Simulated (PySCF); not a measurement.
Electron correlation in C²⁺ (carbon, charge +2)

[He] 2s2, closed-shell 1S. Calculation: PySCF 2.14, in aug-cc-pwCVDZ (5s4p2d, 27 functions); the non-relativistic Hamiltonian (point nucleus). Frozen: nothing; 4 electrons correlated.

MP2 pair energies summed by pair of shells (mhartree):

```
 pair  energy  share (%)
2s-2s  -41.24       60.2
1s-1s  -21.88       32.0
1s-2s   -5.34        7.8
```

Total MP2 correlation energy: -68.46 mhartree.

Same-spin part -1.62 and opposite-spin part -66.85 mhartree; SCS-MP2 scales them by 1/3 and 6/5 to -80.76 mhartree.

MP2 falls well short for the outer s pair, which is nearly degenerate with np².
